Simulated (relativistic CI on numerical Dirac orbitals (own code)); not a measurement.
## Calculated levels, Ti XIII

Method of calculation: Dirac-Coulomb-Breit CI, separate exchange-only KLI orbitals for each configuration, a model potential for QED, unscaled Slater integrals (own radial code, finite nucleus).

Configuration list (outside the closed core 1s2): 2s²2p⁶, 2s²2p⁵3s, 2s²2p⁵3p, 2s²2p⁵3d, 2s2p⁶3s, 2s2p⁶3p, 2s2p⁶3d, 2s²2p⁵4s, 2s²2p⁵4p, 2s²2p⁵4d, 2s²2p⁵4f, 2s²2p⁵5s, 2s²2p⁵5p, 2s²2p⁴3s², 2s²2p⁵5d, 2s²2p⁵5f, 2s²2p⁵5g, 2s2p⁶4s, 2s²2p⁴3s3p, 2s2p⁶4p, 2s²2p⁴3p², 2s2p⁶4d, 2s²2p⁴3s3d, 2s2p⁶4f, 2s²2p⁴3p3d, 2s2p⁵3s², 2s2p⁶5s, 2s2p⁵3s3p, 2s²2p⁴3d², 2s2p⁶5p, 2s2p⁶5d, 2s2p⁶5f, 2s2p⁶5g, 2s2p⁵3p², 2s2p⁵3s3d, 2s2p⁵3p3d. Levels of other configurations are missing.

```csv
No.,Configuration,Term,J,E (10³ cm⁻¹),%,Next component (%),Lifetime (s)
41,2s²2p⁵4p,³S,1,5031.5,77,20 ³P,9.19e-12
42,2s2p⁶3d,¹D,2,5033.1,55,30 2s²2p⁵4p ¹D,8.78e-12
43,2s²2p⁵4p,³P,2,5042.5,51,34 ³D,9.92e-12
44,2s²2p⁵4p,³D,3,5042.7,89,11 2s2p⁶3d ³D,1.05e-11
45,2s²2p⁵4p,¹P,1,5043.4,57,21 ³P,8.65e-12
46,2s²2p⁵4p,¹D,2,5049.2,31,31 2s2p⁶3d ¹D,1.23e-11
47,2s²2p⁵4p,³P,0,5065.4,83,17 ¹S,9.53e-12
48,2s²2p⁵4p,³D,1,5084.6,69,27 ¹P,8.61e-12
49,2s²2p⁵4p,³P,1,5088.2,59,18 ³S,9.12e-12
50,2s²2p⁵4p,³D,2,5090.3,43,37 ¹D,9.41e-12
51,2s²2p⁵4p,¹S,0,5119.6,82,17 ³P,1.10e-11
52,2s²2p⁵4d,³P°,0,5132.2,100,,5.62e-12
53,2s²2p⁵4d,³P°,1,5134.6,88,11 ³D°,4.99e-12
54,2s²2p⁵4d,³F°,4,5137.8,100,,5.58e-12
55,2s²2p⁵4d,³P°,2,5138.6,64,23 ³D°,5.65e-12
56,2s²2p⁵4d,³F°,3,5140.2,62,30 ¹F°,5.65e-12
57,2s²2p⁵4d,¹D°,2,5143.9,44,30 ³F°,5.75e-12
58,2s²2p⁵4d,³D°,3,5145.9,65,33 ¹F°,5.74e-12
59,2s²2p⁵4d,³D°,1,5160.5,63,31 ¹P°,5.57e-13
60,2s²2p⁵4f,³G,5,5181.0,100,,2.30e-12
61,2s²2p⁵4f,¹G,4,5181.0,52,48 ³G,2.31e-12
62,2s²2p⁵4f,³D,1,5184.1,97,3 2s2p⁶3d ³D,2.03e-12
63,2s²2p⁵4f,¹F,3,5184.1,37,35 ³F,2.31e-12
64,2s²2p⁵4f,³D,2,5184.3,63,34 ¹D,2.11e-12
65,2s²2p⁵4f,³F,4,5184.4,71,16 ¹G,2.32e-12
66,2s²2p⁵4f,³F,2,5184.8,53,32 ¹D,2.26e-12
67,2s²2p⁵4f,³D,3,5185.0,45,27 ¹F,2.18e-12
68,2s²2p⁵4d,³F°,2,5186.6,70,22 ¹D°,5.68e-12
69,2s²2p⁵4d,³D°,2,5187.7,42,35 ³P°,5.70e-12
70,2s²2p⁵4d,³F°,3,5189.4,37,37 ¹F°,5.66e-12
```

Energies count from the lowest computed level; ° marks odd parity; lifetimes are radiative, by E1, M1, E2, M2 decay to levels of this space only.

The mean weight of the leading LS term, summed over parents, in these 30 levels is 65 %, and that of the leading jj configuration (from the same eigenvectors) 85 %, so jj coupling describes them better and the LS labels are nominal.

At this charge energies of transitions that change n are usually good to better than 1 %, and those within a shell (Δn = 0) to a few per cent.

LS names give the leading component of a level, which can be under half, so a name can repeat, a term be missing and a line seem to break the LS rules.
